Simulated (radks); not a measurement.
Results of a calculation; reference values are marked as such.
Initial-state core-level shifts of neutral molybdenum when its valence configuration changes from [Kr] 4d5 5s1. Level of theory: Dirac Kohn-Sham, PBE, spin-unpolarised, spherical densities, finite nucleus; open shells fill j = l - 1/2 first; Fermi nuclear charge, rms radius 4.4091 fm (a radial shooting solver on a logarithmic mesh with Libxc functionals). Shifts are changes of the shell-averaged eigenvalues in eV (positive: less bound); the change of the density at the nucleus, which sets a Mossbauer isomer shift, is in e/bohr^3, on a base of 9.087e+04.

4d6: 1s +2.054; 2s +2.213; 3p +2.198; 3d +2.209; density at nucleus -11.206
4d5.5 5s0.5: 1s +1.120; 2s +1.205; 3p +1.195; 3d +1.201; density at nucleus -5.982
4d5 5p1: 1s -1.284; 2s -1.237; 3p -1.255; 3d -1.252; density at nucleus -10.428
4d4.5 5s1.5: 1s -1.296; 2s -1.396; 3p -1.378; 3d -1.385; density at nucleus +6.878
4d5.5 5p0.5: 1s +0.471; 2s +0.585; 3p +0.565; 3d +0.573; density at nucleus -10.932
4d5 5s0.5 5p0.5: 1s -0.666; 2s -0.641; 3p -0.650; 3d -0.648; density at nucleus -5.032
4d4 5s1 5p1: 1s -4.065; 2s -4.246; 3p -4.215; 3d -4.228; density at nucleus +3.718
4d4 5s1.5 5p0.5: 1s -3.431; 2s -3.628; 3p -3.590; 3d -3.605; density at nucleus +9.432
4d4.5 5s1 5p0.5: 1s -1.970; 2s -2.049; 3p -2.039; 3d -2.045; density at nucleus +1.720
